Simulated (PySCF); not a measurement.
Radial density of Ge (germanium, neutral)

UHF, [Ar] 3d10 4s2 4p1 4d1, one real determinant (an excited configuration). All numbers are calculated (PySCF 2.14, scalar relativity by spin-free X2C-1e, in x2c-TZVPPall with one added diffuse shell each of s, p, d type (7s6p5d1f, 57 functions)).

```tsv
r (bohr)	4πr²ρ (e/bohr)	4πr²(ρα − ρβ)
0.000739	0.2483	0.0000
0.00124	0.6164	0.0000
0.00209	1.521	0.0000
0.00352	3.644	-0.0001
0.00591	8.224	-0.0002
0.00995	16.84	-0.0003
0.0167	29.32	-0.0001
0.0281	38.90	0.0014
0.0473	35.81	0.0076
0.0796	32.41	0.0201
0.134	45.04	0.0188
0.225	33.10	-0.0082
0.379	24.19	0.0311
0.637	25.96	0.0139
1.07	7.615	0.0539
1.80	2.124	0.4159
3.03	0.7479	0.3761
5.10	0.2868	0.2739
8.58	0.05049	0.0505
```

Densities and radii are taken from the X2C orbitals without a picture-change correction, which distorts them close to the nucleus.

⟨L²⟩ = 8.03 against 12 for a pure F term, so this real determinant mixes terms. The outer electron is Rydberg-like, and this basis confines it to a smaller radius and binds it less than a complete one would.

Task: Where is the radial spin density 4πr²(ρα − ρβ) most negative, and why is it negative at all?

Result: Around r = 0.225 bohr, down to -0.0082 e/bohr: exchange with the open shell polarises the paired shells in an unrestricted calculation.
